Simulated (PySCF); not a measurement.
Magnetisability: `CC#C/C=C(\C#C)Br`, C$_{7}$H$_{5}$Br

Geometry:
| atom | x (Å) | y (Å) | z (Å) |
| --- | --- | --- | --- |
| C1 | 2.239 | -1.636 | 0.920 |
| C2 | 2.091 | -0.581 | 0.363 |
| C3 | 1.997 | 0.655 | -0.291 |
| Br4 | 3.684 | 1.492 | -0.691 |
| C5 | 0.853 | 1.263 | -0.642 |
| C6 | -0.404 | 0.700 | -0.378 |
| C7 | -1.491 | 0.229 | -0.158 |
| C8 | -2.793 | -0.334 | 0.102 |
| H9 | 2.333 | -2.561 | 1.405 |
| H10 | 0.871 | 2.219 | -1.148 |
| H11 | -2.798 | -0.827 | 1.073 |
| H12 | -3.038 | -1.068 | -0.667 |
| H13 | -3.550 | 0.449 | 0.094 |

Computed, not measured: GIAO KT1/STO-3G magnetisability, rotational g tensor and spin-rotation constants, non-relativistic, gas phase in PySCF. Geometry: GFN2-xTB.

The calculation is non-relativistic, which matters for the atoms heavier than Zn.

Task: How diamagnetic is it, and how anisotropic?

Result: Isotropic -1395 × 10⁻³⁰ J/T², or -84.0 × 10⁻⁶ cm³/mol; principal values -1429, -1419, -1336 × 10⁻³⁰ J/T², anisotropy 89 × 10⁻³⁰ J/T² (root of half the summed squared differences of the principal values). The susceptibility is in cgs units.

Task: Split it along the inertial axes a, b, c into diamagnetic and paramagnetic parts about the centre of mass, with the quadrupole moment.

Result: 
```
axis  χ (10⁻⁶ cm³/mol)  diamagnetic (10⁻⁶ cm³/mol)  paramagnetic (10⁻⁶ cm³/mol)  summed x² of all electrons (Å²)  quadrupole Θ (D Å)
   a             -86.0                      -465.8                        379.8                            467.0               +6.53
   b             -80.4                     -2036.5                       1956.1                             96.8               +1.32
   c             -85.5                     -2392.1                       2306.7                             13.0               -7.85
```
Anisotropies 2χaa − χbb − χcc = -6.2 and 2χbb − χaa − χcc = +10.6 × 10⁻⁶ cm³/mol. Θ is traceless in Buckingham's convention.

Task: And the rotational g tensor?

Result: 
| axis | rotational constant (GHz) | g | nuclear part | electronic part |
| --- | --- | --- | --- | --- |
| a | 3.2210 | -0.0083 | 0.5664 | -0.5746 |
| b | 0.5796 | -0.0022 | 0.5304 | -0.5326 |
| c | 0.4927 | +0.0006 | 0.5345 | -0.5339 |

Asymmetric top; isotopes 79Br, 12C, 1H; no vibrational averaging.
